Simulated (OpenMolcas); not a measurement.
# Kr4+: effect of the active space

```yaml
Program: OpenMolcas
Method: CASSCF
Basis: ANO-RCC-VDZP
Scalar_Hamiltonian: DKH2, point nucleus
Spin-orbit_coupling: state interaction with AMFI integrals over the reference wave functions, term energies averaged over their components
```

A. 2 electrons in 3 orbitals (4p); 2S+1 = 3 even, 3 roots; 2S+1 = 1 even, 6 roots; cost of the order of 1.6 core-seconds
B. 4 electrons in 4 orbitals (4s 4p); 2S+1 = 3 even, 6 roots; 2S+1 = 1 even, 11 roots; 2S+1 = 5 odd, 1 root; 2S+1 = 3 odd, 9 roots; 2S+1 = 1 odd, 8 roots; cost about 10 core-seconds

Energies in cm⁻¹ above 4s² 4p² ³P₀, the measured ground level; measured values from Saloman, J. Phys. Chem. Ref. Data 36, 215 (2007).

| Level | A | B | Measured |
| --- | --- | --- | --- |
| 4s² 4p² ³P₀ | 0.0 | 0.0 | 0.0 |
| 4s² 4p² ³P₁ | 3262 | 3397 | 3743 |
| 4s² 4p² ³P₂ | 7147 | 7195 | 7595 |
| 4s² 4p² ¹D₂ | 22054 | 22105 | 19723 |
| 4s² 4p² ¹S₀ | 45715 | 37831 | 39204 |

Deviations, from unrounded energies. A percentage is the sum of absolute deviations over the sum of measured energies, with the sign that they share, or ± where signs differ.

| Against measurement | Levels | A | B |
| --- | --- | --- | --- |
| mean absolute deviation (cm-1) | 4 | 2400 | 1100 |
| fine structure of the ground term (%) | 2 | -8.2 | -6.6 |
| other terms of the ground configuration (%) | 2 | +15.0 | ±6.4 |

B lies closest to measurement on these levels. The largest miss of B in the table is 4s² 4p² ¹D₂, by +2400 cm-1. The ranking rests on the paired levels alone, and a cruder setting can come out closer through cancelling errors.

Between A and B the level of the table that moves most is 4s² 4p² ¹S₀, by 7900 cm-1 (lowest in B, highest in A).

The basis is small and was not contracted for so high a charge. With the s shell closed, the reference lacks s² → p² mixing (holds for A). Computed and measured levels are paired by configuration, term and J; levels that our copy of the source lacks, or whose pairing is in doubt (as where it misses far off the trend of its configuration), stay unpaired and out of the deviations. Levels of configurations outside the active space are missing. The table leaves out levels that lie high or whose names do not pair safely across all columns.
